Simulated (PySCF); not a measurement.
# Radial density of Co²⁺ (cobalt, charge +2)

UHF, [Ar] 3d7, high-spin 4F determinant. Computed with PySCF 2.14 in Sapporo-DKH3-DZP-2012 (6s4p3d1f, 40 functions), with the spin-free X2C one-electron Hamiltonian (Gaussian nucleus).

| r (bohr) | 4πr²ρ (e/bohr) | 4πr²(ρα − ρβ) |
| --- | --- | --- |
| 0.00116 | 0.3162 | 0.0000 |
| 0.00195 | 0.7912 | 0.0000 |
| 0.00328 | 1.939 | 0.0000 |
| 0.00552 | 4.524 | 0.0000 |
| 0.00928 | 9.866 | 0.0000 |
| 0.0156 | 18.96 | 0.0001 |
| 0.0263 | 29.28 | 0.0004 |
| 0.0442 | 32.27 | 0.0019 |
| 0.0743 | 26.04 | 0.0105 |
| 0.125 | 30.73 | 0.0638 |
| 0.210 | 34.87 | 0.3875 |
| 0.354 | 16.23 | 1.5573 |
| 0.595 | 18.15 | 2.9968 |
| 1.00 | 11.89 | 2.2517 |
| 1.68 | 2.106 | 0.5907 |
| 2.83 | 0.1228 | 0.0323 |
| 4.76 | 0.004228 | 0.0010 |

Densities and radii are taken from the X2C orbitals without a picture-change correction, which distorts them close to the nucleus.
